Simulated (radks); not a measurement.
Values are calculated unless marked as measured or tabulated.
Problem. Species: Cr III. Configuration: [Ar] 3d4 (the NIST ground configuration). Level of theory: Dirac Kohn-Sham, LDA (Slater exchange, Perdew-Wang correlation), spin-unpolarised, spherical densities, finite nucleus; open shells are shared between the two j in proportion to 2j + 1; Fermi nuclear charge, rms radius 3.6452 fm (a radial shooting solver on a logarithmic mesh with Libxc functionals). Some entries of the table are withheld. Estimate them.

orbital  occ.  eigenvalue (eV)  <1/r> (bohr^-1)
1s1/2       2        -5886.969              (1)
2s1/2       2        -686.8600            5.055
2p1/2       2        -587.4417            5.003
2p3/2       4        -578.8170            4.927
3s1/2       2         -94.7732            1.576
3p1/2       2         -67.1297            1.451
3p3/2       4         -66.0870            1.434
3d3/2     1.6              (2)              (3)
3d5/2     2.4              (4)              (5)

Solution. 
(1) 1s1/2 <1/r> (bohr^-1): 23.84
(2) 3d3/2 eigenvalue (eV): -23.2012
(3) 3d3/2 <1/r> (bohr^-1): 1.088
(4) 3d5/2 eigenvalue (eV): -23.1054
(5) 3d5/2 <1/r> (bohr^-1): 1.084
